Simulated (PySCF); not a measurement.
## La(47+) (lanthanum, charge +47): Hartree-Fock from Schrödinger to Dirac-Coulomb-Breit

Occupied: 1s1/2, 2s1/2, 2p1/2, 2p3/2. Hartree-Fock calculated with PySCF 2.14 in an even-tempered Gaussian basis (16 s from 8.5 bohr⁻², ratio 2.7; 13 p from 10 bohr⁻², ratio 2.7), Gaussian nucleus throughout. NR is non-relativistic, sf-X2C the spin-free one-electron X2C Hamiltonian, X2C adds the bare one-electron spin-orbit term, X2C-SNSO screens it by Boettger's factors, DC is four-component Dirac-Coulomb, and the Gaunt and Breit terms are added at first order (total energies over the DC spinors, levels after relaxing the spinors in that mean field). QED terms are absent. Levels marked empty are virtual spinors of this ion.

```csv
Hamiltonian,E (hartree),E − E(DC) (hartree),CPU seconds
NR,-6013.3402,242.8701,0.36
sf-X2C,-6251.2881,4.9223,0.21
X2C,-6254.3244,1.8860,0.27
X2C-SNSO,-6254.1063,2.1041,0.27
DC,-6256.2103,0.0000,13
DC+Gaunt,-6250.1413,6.0690,22
DC+Breit,-6250.6722,5.5381,64
```

Q: Give the 2p spin-orbit interval with each Hamiltonian that has one.

A: X2C 449.7; X2C-SNSO 433.0; DC 432.1; DC+Gaunt 426.6; DC+Breit 426.6 (eV).

```tsv
level (eV)	NR	sf-X2C	X2C	X2C-SNSO	DC	DC+Gaunt	DC+Breit
1s1/2	-40613.8	-42461.6	-42457.6	-42457.9	-42495.2	-42394.8	-42401.3
2s1/2	-8923.8	-9440.1	-9439.1	-9439.2	-9443.9	-9433.6	-9434.2
2p1/2	-8634.4	-8811.9	-9124.7	-9112.6	-9115.2	-9096.9	-9098.9
2p3/2	-8634.4	-8811.9	-8675.0	-8679.7	-8683.1	-8670.3	-8672.3
3s1/2 (empty)	-3636.5	-3798.0	-3797.8	-3797.8	-3798.9	-3796.2	-3796.5
3p1/2 (empty)	-3543.2	-3614.2	-3695.3	-3692.2	-3692.8	-3688.1	-3688.8
3p3/2 (empty)	-3543.2	-3614.2	-3578.4	-3579.6	-3580.3	-3577.1	-3577.7
```

Weight of the small component: 1s1/2 0.0445, 2s1/2 0.0100, 2p1/2 0.00994, 2p3/2 0.00941, 3s1/2 0.00390, 3p1/2 0.00384, 3p3/2 0.00371.

Koopmans' value for the highest occupied level at DC+Breit: 8672.3 eV, against an ionisation energy of 8669 ± 4 eV (theoretical estimate listed by NIST; NIST Atomic Spectra Database, ionization energies); the former lacks relaxation, correlation, QED and recoil.

The whole ladder took 100 s of wall time on 1 thread of Neoverse-N1 (shared host), launched as `OMP_NUM_THREADS=1 python relrun2.py TASK.json OUT` (a driver that calls PySCF for each Hamiltonian).
